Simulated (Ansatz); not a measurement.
```yaml
crystal:
  periodic: [false, false, false]
  atoms:
    - {symbol: C, position_ang: [-1.682254, 1.214619, -1.353553]}
    - {symbol: B, position_ang: [-0.862844, 1.278856, -0.018557]}
    - {symbol: N, position_ang: [-0.286988, 0.164377, 0.538806]}
    - {symbol: C, position_ang: [0.268561, -0.820464, 1.014273]}
    - {symbol: F, position_ang: [-0.395910, -1.602455, 1.912743]}
    - {symbol: Si, position_ang: [2.021943, -1.451418, 0.665025]}
    - {symbol: H, position_ang: [-2.698919, 1.582889, -1.179402]}
    - {symbol: H, position_ang: [-1.243305, 1.894417, -2.091545]}
    - {symbol: H, position_ang: [-1.744990, 0.217053, -1.790666]}
    - {symbol: H, position_ang: [-0.702717, 2.311594, 0.572458]}
    - {symbol: H, position_ang: [1.928284, -2.829523, 0.125404]}
    - {symbol: H, position_ang: [2.637558, -0.532635, -0.318296]}
    - {symbol: H, position_ang: [2.781983, -1.462109, 1.938210]}
basis:
  gaussian: {orbitals: "6-31++G**"}
total_charge: 3
magnetization: {spin_polarized: true, initial_magnetization: 1}
hamiltonian: {xc: {name: rPW86-PBE}, dispersion: d3bjatm}
```

```sh
$ ansatz run in.yaml --threads 4 --pin off --events-out ev --progress --plain --max-ram 10444MiB
```

It prints (some lines left out):

```
Functional definition: rPW86-PBE
1578 factors; their error is unknown
mean field evaluation 1: about -14816.8024 eV, gradient 1.2e2 eV
mean field evaluation 2: about -12869.8672 eV, gradient 4.2e2 eV
mean field evaluation 4: about -14828.1171 eV, gradient 1.1e2 eV
mean field evaluation 8: about -14912.2269 eV, gradient 4.0e1 eV
mean field evaluation 16: about -14923.9659 eV, gradient 7.5e0 eV
mean field evaluation 32: about -14924.6638 eV, gradient 1.5e-3 eV
mean field evaluation 160: about -14924.5339 eV, gradient 3.4e-5 eV
mean field -14924.66956763 eV, -548.4714903059 hartree, gradient 5.0e-6 eV, S^2 1.453407; 20 other end points of the search recorded, 0 dependent functions left out
reference -14924.66973481 eV, -548.4714964497 hartree; 26, 25 occupied and 134, 135 virtual orbitals, 1578 factors
Total energy: -14924.92794807 eV, -548.4809856120 hartree
```

In this input the charge is far from anything that the molecule holds. The run converged. The result belongs to that input, not to the molecule as meant.
